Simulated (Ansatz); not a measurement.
Reaction (silylene formation by 1,1-elimination): `FC(F)(F)[SiH2]Cl` → `FC(F)(F)Cl` + `[SiH2]`

Calculated with Ansatz (gas phase, PBE0-D4/def2-TZVP geometries, no zero-point term in ΔE). CCSD(T)/CBS adds triple-zeta CCSD(T) − MP2 to the extrapolated MP2 energy (def2 sets, frozen cores). This one scheme is used for every species. DFT in def2-TZVPP.

```csv
species,CAM-B3LYP energy (Eh)
`FC(F)(F)[SiH2]Cl`,-1088.69226
`FC(F)(F)Cl`,-797.93424
`[SiH2]`,-290.61926
```

(1) Work out ΔE.

Largest T1 diagnostic among the species: 0.014.

Answers

(1) ΔE = (-797.93424) + (-290.61926) − (-1088.69226) = 0.13876 Eh = +87.1 kcal/mol. CCSD(T)/CBS gives +88.4 kcal/mol.

Leaving LDA and LC-ωPBE aside and taking each functional with its dispersion term where it has one, the values, not all of them listed here, spread over 7.7 kcal/mol, from BLYP-D4 to r2SCAN0-D4. LDA lies +5.8 kcal/mol from PBE without D4. At CCSD(T), def2-SVP lies −9.2 kcal/mol from the extrapolated value and def2-TZVPP −3.0 kcal/mol. The D4 term adds +2.8 kcal/mol with B3LYP and +1.6 kcal/mol with PBE0; it sums over pairs of atoms, weighted by their polarisabilities, and B3LYP, whose exchange is more repulsive, gets the larger term.

B3LYP here is the variant with VWN-RPA as its local correlation; programs differ in this.
